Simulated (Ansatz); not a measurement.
Basis sets compared for [SnH3]- (SnH₃⁻). The state is a singlet with charge -1. Geometry PBE-D4/def2-TZVPD. Ansatz on 4 threads of Intel Xeon Platinum 8488C on a shared host; times are rough, and most runs start from earlier orbitals.

Cartesian coordinates in Å:
```
Sn 0.703 0.186 -0.228
H 0.345 -0.832 1.235
H -0.479 -0.752 -1.241
H -0.569 1.399 0.234
```

In the def2 sets Sn takes a core potential, while STO-3G treats all electrons; there is no spin–orbit coupling. At HF/STO-3G, PBE-D4/def2-SVPD, PBE-D4/def2-TZVPD the highest occupied level of the charge -1 singlet lies above zero (up to 2.87 eV). In Hartree–Fock with STO-3G the lack of diffuse functions raises the level. By energy differences its removal costs 2.38 eV (vertical, to the charge 0 doublet, at CCSD(T)/def2-TZVPPD).

STO-3G and 6-31G are all-electron sets without relativity, so their totals don't compare with the def2 sets.

| level | functions | energy (Eh) | HOMO (eV) | LUMO (eV) | wall time |
| --- | --- | --- | --- | --- | --- |
| HF/STO-3G | 30 | -5964.8261 | 2.87 | 18.18 | 0.2 s |
| PBE-D4/def2-SVPD | 56 | -216.0860 | 0.58 | 3.87 | 0.35 s |
| PBE0-D4/def2-SVPD | 56 | -216.0975 | -0.28 | 4.36 | 0.25 s |

(1) Estimate the rows for HF/def2-TZVPD, PBE-D4/def2-TZVPD, PBE0-D4/def2-TZVPD.

## Answers

(1) 
```
             level  functions  energy (Eh)  HOMO (eV)  LUMO (eV)  wall time
     HF/def2-TZVPD         83    -215.0766      -2.34       5.60     0.25 s
 PBE-D4/def2-TZVPD         83    -216.0979       0.40       3.60     0.25 s
PBE0-D4/def2-TZVPD         83    -216.1083      -0.44       4.09     0.45 s
```
